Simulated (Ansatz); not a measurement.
Two members of one family (E4), computed with Ansatz in the gas phase. The two geometries come from different levels. Binding counts from free atoms in the multiplicity of their measured ground term, without zero-point energy. A dash marks a value that wasn't run or was left out as unsound. The structures are stationary points that may keep the symmetry of their start. Remarks come from the PBE and PBE0 runs and from stability tests at other levels; not every state was tested. HOMO above LUMO (over both spins in singlets and doublets, within one spin in higher multiplets; at PBE or PBE0), or a gap under 0.15 eV within one spin, warns that the state may not be the lowest or that an electron is smeared out.

First: AsAsAsAs tetrahedron (singlet, charge 0, PBE-D4/def2-SVP geometry).

Cartesian coordinates in Å:
```
As -0.529 -1.360 -0.381
As -0.779 1.065 -0.731
As -0.150 0.199 1.487
As 1.458 0.095 -0.375
```

| level | HOMO (eV) | LUMO (eV) | gap (eV) | vertical IE (eV) | vertical triplet (eV) | binding per atom (eV) |
| --- | --- | --- | --- | --- | --- | --- |
| PBE-D4/def2-SVP | -5.99 | -1.78 | 4.21 | – | – | 2.87 |
| PBE-D4/def2-TZVP | -6.00 | -1.84 | 4.16 | 8.69 | 3.73 | 2.91 |
| B97M-V/def2-TZVP | -6.15 | -1.60 | 4.56 | – | – | 2.71 |
| B3LYP-D4/6-31G | -7.02 | -1.49 | 5.53 | – | – | 2.10 |
| PBE0-D4/def2-TZVP | -6.94 | -1.15 | 5.79 | 8.81 | 3.75 | 2.68 |

Remarks: gap within one spin near zero at PBE or PBE0 (+1 doublet).

Second: PPPP tetrahedron (singlet, charge 0, PBE0-D4/def2-TZVP geometry).

```
atom    x (Å)    y (Å)    z (Å)
  P1  -0.0316  -0.3979   1.2764
  P2  -1.1699   0.5635  -0.3207
  P3   0.2174  -1.0564  -0.7909
  P4   0.9841   0.8909  -0.1648
```

Q: Estimate how these quantities change from the first to the second (second minus first).

A: 
| level | Δ HOMO (eV) | Δ LUMO (eV) | Δ gap (eV) | Δ vertical IE (eV) | Δ vertical triplet (eV) | Δ binding per atom (eV) |
| --- | --- | --- | --- | --- | --- | --- |
| PBE-D4/def2-SVP | -0.75 | 0.29 | 1.05 | – | – | 0.38 |
| PBE-D4/def2-TZVP | -0.62 | 0.30 | 0.92 | 0.84 | 0.88 | 0.51 |
| B97M-V/def2-TZVP | -0.72 | 0.28 | 1.00 | – | – | 0.73 |
| B3LYP-D4/6-31G | -0.94 | 0.36 | 1.30 | – | – | -0.40 |
| PBE0-D4/def2-TZVP | -0.68 | 0.43 | 1.11 | 0.81 | 0.94 | 0.56 |

Remarks: gap within one spin near zero at PBE or PBE0 (+1 doublet).
